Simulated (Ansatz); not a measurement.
Start from `[BH2][Al]1[SiH2][S]1` and change one atom or group to get `[Br][Al]1[SiH2][S]1`.

Ansatz, PBE0-D4/def2-TZVP geometries, multiplicity 1. 

Scalar relativity is left out up to krypton.

| property | `[BH2][Al]1[SiH2][S]1` |
| --- | --- |
| size of the dipole moment (PBE/def2-TZVPP) / D | 1.69 |
| ideal-gas entropy at 298 K and 1 bar (rigid rotor, harmonic PBE0-D4/def2-TZVP) / J/(mol·K) | 341 |
| HOMO energy (ωB97M-V/def2-TZVPP) / eV | -8.32 |
| LUMO energy (PBE0/def2-TZVPP) / eV | -3.00 |
| HOMO energy (PBE/def2-TZVPP) / eV | -5.64 |
| HOMO–LUMO gap (ωB97M-V/def2-TZVPP) / eV | 7.21 |

(1) What does the change do to each property? (Estimate.)

## Answers

(1) The calculation gave: 
```json
{"property": "size of the dipole moment (PBE/def2-TZVPP) / D", "`[Br][Al]1[SiH2][S]1`": "1.21", "shift": "-0.48"}
{"property": "ideal-gas entropy at 298 K and 1 bar (rigid rotor, harmonic PBE0-D4/def2-TZVP) / J/(mol·K)", "`[Br][Al]1[SiH2][S]1`": "344", "shift": "3"}
{"property": "HOMO energy (ωB97M-V/def2-TZVPP) / eV", "`[Br][Al]1[SiH2][S]1`": "-8.78", "shift": "-0.46"}
{"property": "LUMO energy (PBE0/def2-TZVPP) / eV", "`[Br][Al]1[SiH2][S]1`": "-1.76", "shift": "1.24"}
{"property": "HOMO energy (PBE/def2-TZVPP) / eV", "`[Br][Al]1[SiH2][S]1`": "-5.87", "shift": "-0.23"}
{"property": "HOMO–LUMO gap (ωB97M-V/def2-TZVPP) / eV", "`[Br][Al]1[SiH2][S]1`": "8.73", "shift": "1.52"}
```

With PBE0 the HOMO falls by 0.38 eV and the LUMO rises by 1.24 eV, so the gap widens by about 1.62 eV. PBE moves the HOMO by -0.23 eV and ωB97M-V by -0.46 eV. The zero-point energy changes by -48.2 kJ/mol with -6 modes. Dipoles are sizes alone; their direction can turn.

Spin–orbit coupling is left out; it splits and shifts lone-pair levels of the heavy atoms by tenths of an eV.
